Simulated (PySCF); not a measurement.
NMR data simulated for an unnamed compound:

1H NMR (600 MHz, computed): δ 5.16 (m, 1H), 2.46 (m, 1H), 2.41 (m, 1H), 2.33 (d, 1H), 2.32 (m, 1H), 2.00 (m, 1H), 1.57 (m, 1H).

13C{1H} NMR (computed): δ 138.9 (C), 109.6 (CH), 86.0 (C), 37.4 (CH), 21.0 (CH2), 15.6 (CH2).

Computed data (PySCF): structure optimised with GFN2-xTB, shieldings: GIAO PBE0/pcSseg-1. One computed conformer, non-relativistic Hamiltonian, rapidly exchanging positions averaged, in vacuum.

Shifts are taken against calculated references (same method and geometry level): 1H, 13C against TMS.

Problem. Which of these does the molecule contain: a three-membered ring, an amide, a C≡C triple bond, a Si–H bond, a Si–CH3 group, a CF3 group?

Solution. 
- A three-membered ring: no.
- An amide: no.
- A C≡C triple bond: yes (δC 109.6, 86.0; δH 2.33 (d)).
- A Si–H bond: yes (δH 5.16 (m)).
- A Si–CH3 group: no.
- A CF3 group: yes (δC 138.9).

The data belong to SMILES C#C[Si@@H]1CC[C@@H]1C(F)(F)F, C$_{6}$H$_{7}$F$_{3}$Si; they needn't prove each group on their own.

Carbon signals by region: 2 in the sp2 and nitrile region (100–160 ppm), 1 at 50–100 ppm, 3 below 50 ppm.

Splittings by 19F in the carbon and heteronuclear signals aren't shown, as no couplings were computed. Shifts are as computed. Against solution values, carbons near 30 ppm lie about +3 ppm off and those near 130 ppm about +5 ppm. Of 1211 compounds with measured shifts, 218 miss one by over three times the rms of a fit or turn the order of signals round; such compounds aren't used in these exercises. Multiplicities follow the n + 1 count of equivalent neighbours, as no J values were calculated; m marks all less simple cases, F and P coupling included.
